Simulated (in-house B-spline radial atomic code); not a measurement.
The numbers below are computed, except where a source is named.
# F in an electron gas of r_s = 2.07: phase shifts, screening, friction and resistivity

A nucleus sits in a uniform electron gas with a rigid positive background. The Kohn-Sham equations are solved self-consistently in the spin-unpolarised LDA (PW92), non-relativistic, on B-splines with outgoing waves at the boundary and partial waves to l = 8. The model has no lattice, no bands and no magnetic solution. Atomic units; δ_l are the phase shifts at the Fermi level, counted so that each bound state adds π, and good to about 0.0005.

The density parameter is r_s = 2.07 bohr, near that of the valence electrons of Al (3 per atom, density 2.7 g/cm³, mass 26.98 u, which gives r_s = 2.07).

```
l  δ_l (rad)
0     5.1935
1     2.6771
2     0.1353
3     0.0264
4     0.0045
5     0.0009
6     0.0002
7     0.0001
8     0.0001
```

Bound levels below the band bottom (hartree): s -23.64, s -0.7, p -0.05397.

Check the Friedel sum rule, and say where the screening charge sits.

k_F = (9π/4)^(1/3)/r_s = 0.92713. The rule is Z = (2/π) Σ (2l + 1) δ_l. The terms are s 3.306, p 5.113, d 0.431, f 0.118 and 0.036 beyond, in all 9.003 against Z = 9. Bound states hold 4 s, 6 p, 0 d electrons, so the scattering states carry -1.00 in all; where a term is smaller than its bound count, the bound level has drawn weight out of the band.

Find the transport cross section and the electronic stopping of a 10 keV F ion (mass 19.0 u).

σ_tr = (4π/k_F²) Σ (l + 1) sin²(δ_l − δ_(l+1)). The terms for l = 0 to 3 are 0.3425, 0.6373, 0.0354, 0.0019, all together 1.0172, so σ_tr = 14.619 × 1.0172 = 14.871 bohr². With n = 3/(4π r_s³) = 0.02692, the friction coefficient is Q = n k_F σ_tr = 0.3711. For v well below v_F = 0.927, dE/dx = Q v; with 24801 eV per u at v = 1, v = √(10000/(24801 × 19.0)) = 0.1457, so dE/dx = 0.05406 hartree/bohr = 27.8 eV/nm. The largest term couples the p and d waves.

What residual resistivity would 1 atomic per cent of such centres give in Al?

Δρ = k_F n_i σ_tr/n in atomic units of 21.74 μΩ·cm. With one host atom per 3 electrons, n_i/n = 0.01/3, so Δρ = 0.9271 × 0.00333 × 14.871 × 21.74 = 1.00 μΩ·cm. This is an atom added to the gas, as on an interstitial site.

On a substitutional site the background of one host ion, a sphere holding 3 charges, is taken out. The phase shifts for l = 0 to 4 become 4.5964, 2.1491, -0.2057, -0.0607, -0.0138. What follows?

The Friedel sum is now 6.01, for Z − 3 = 6. The sum in σ_tr is 1.4843, so σ_tr = 21.70 bohr² and Δρ = 1.46 μΩ·cm per atomic per cent, 1.46 times the value above. A real host ion scatters too, so this model doesn't give zero even for the host's own atom.
